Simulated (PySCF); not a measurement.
C3H6F2Si, SMILES F[SiH2]C1(F)CC1.

The structure is a stationary point at PBE-D3(BJ)/def2-SVP. This is a generated structure with no PubChem entry under its InChIKey; it may be hypothetical. One conformer was computed; it need not be the lowest.

All values below come from PBE-D3(BJ)/def2-SVP run with PySCF 2.14.0.

Frequencies are harmonic and unscaled.

Problem. List the normal modes with their intensities. (An estimate is asked for; the answer gives what the named calculation found.)

Solution. 
```json
[
 {"mode": "1", "ν (cm⁻¹)": "58", "IR (km/mol)": "2.6", "moving atoms (share of kinetic energy)": "F 47 %, H 21 %, Si 17 %, C 14 %"},
 {"mode": "2", "ν (cm⁻¹)": "117", "IR (km/mol)": "4.8", "moving atoms (share of kinetic energy)": "F 54 %, C 33 %, H 11 %"},
 {"mode": "3", "ν (cm⁻¹)": "193", "IR (km/mol)": "0.0", "moving atoms (share of kinetic energy)": "C 48 %, H 44 %"},
 {"mode": "4", "ν (cm⁻¹)": "287", "IR (km/mol)": "0.4", "moving atoms (share of kinetic energy)": "F 69 %, C 14 %, Si 13 %"},
 {"mode": "5", "ν (cm⁻¹)": "336", "IR (km/mol)": "17.5", "moving atoms (share of kinetic energy)": "Si 32 %, F 30 %, C 20 %, H 19 %"},
 {"mode": "6", "ν (cm⁻¹)": "386", "IR (km/mol)": "3.6", "moving atoms (share of kinetic energy)": "C 39 %, H 38 %, F 22 %"},
 {"mode": "7", "ν (cm⁻¹)": "545", "IR (km/mol)": "2.7", "moving atoms (share of kinetic energy)": "C 35 %, Si 26 %, H 21 %, F 18 %"},
 {"mode": "8", "ν (cm⁻¹)": "629", "IR (km/mol)": "49.5", "moving atoms (share of kinetic energy)": "H 66 %, C 17 %, Si 15 %"},
 {"mode": "9", "ν (cm⁻¹)": "685", "IR (km/mol)": "19.6", "moving atoms (share of kinetic energy)": "H 88 %"},
 {"mode": "10", "ν (cm⁻¹)": "732", "IR (km/mol)": "3.8", "moving atoms (share of kinetic energy)": "H 95 %"},
 {"mode": "11", "ν (cm⁻¹)": "819", "IR (km/mol)": "36.3", "moving atoms (share of kinetic energy)": "F 45 %, H 38 %, Si 16 %"},
 {"mode": "12", "ν (cm⁻¹)": "848", "IR (km/mol)": "21.1", "moving atoms (share of kinetic energy)": "H 41 %, C 34 %, F 22 %"},
 {"mode": "13", "ν (cm⁻¹)": "850", "IR (km/mol)": "0.5", "moving atoms (share of kinetic energy)": "H 68 %, C 31 %"},
 {"mode": "14", "ν (cm⁻¹)": "888", "IR (km/mol)": "238.3", "moving atoms (share of kinetic energy)": "H 64 %, Si 22 %, F 13 %"},
 {"mode": "15", "ν (cm⁻¹)": "934", "IR (km/mol)": "7.8", "moving atoms (share of kinetic energy)": "C 75 %, H 24 %"},
 {"mode": "16", "ν (cm⁻¹)": "936", "IR (km/mol)": "109.8", "moving atoms (share of kinetic energy)": "H 81 %, Si 13 %"},
 {"mode": "17", "ν (cm⁻¹)": "959", "IR (km/mol)": "22.0", "moving atoms (share of kinetic energy)": "H 56 %, C 35 %"},
 {"mode": "18", "ν (cm⁻¹)": "1019", "IR (km/mol)": "0.2", "moving atoms (share of kinetic energy)": "H 66 %, C 34 %"},
 {"mode": "19", "ν (cm⁻¹)": "1030", "IR (km/mol)": "28.0", "moving atoms (share of kinetic energy)": "C 50 %, H 46 %"},
 {"mode": "20", "ν (cm⁻¹)": "1138", "IR (km/mol)": "0.0", "moving atoms (share of kinetic energy)": "H 78 %, C 22 %"},
 {"mode": "21", "ν (cm⁻¹)": "1202", "IR (km/mol)": "37.0", "moving atoms (share of kinetic energy)": "C 65 %, H 25 %, F 10 %"},
 {"mode": "22", "ν (cm⁻¹)": "1262", "IR (km/mol)": "4.7", "moving atoms (share of kinetic energy)": "C 59 %, H 39 %"},
 {"mode": "23", "ν (cm⁻¹)": "1359", "IR (km/mol)": "7.2", "moving atoms (share of kinetic energy)": "H 92 %, C 8 %"},
 {"mode": "24", "ν (cm⁻¹)": "1416", "IR (km/mol)": "7.1", "moving atoms (share of kinetic energy)": "H 58 %, C 42 %"},
 {"mode": "25", "ν (cm⁻¹)": "2187", "IR (km/mol)": "102.0", "moving atoms (share of kinetic energy)": "H 98 %"},
 {"mode": "26", "ν (cm⁻¹)": "2198", "IR (km/mol)": "132.0", "moving atoms (share of kinetic energy)": "H 95 %"},
 {"mode": "27", "ν (cm⁻¹)": "3063", "IR (km/mol)": "4.0", "moving atoms (share of kinetic energy)": "H 96 %"},
 {"mode": "28", "ν (cm⁻¹)": "3064", "IR (km/mol)": "0.5", "moving atoms (share of kinetic energy)": "H 95 %"},
 {"mode": "29", "ν (cm⁻¹)": "3158", "IR (km/mol)": "0.4", "moving atoms (share of kinetic energy)": "H 89 %, C 11 %"},
 {"mode": "30", "ν (cm⁻¹)": "3167", "IR (km/mol)": "0.7", "moving atoms (share of kinetic energy)": "H 89 %, C 11 %"}
]
```
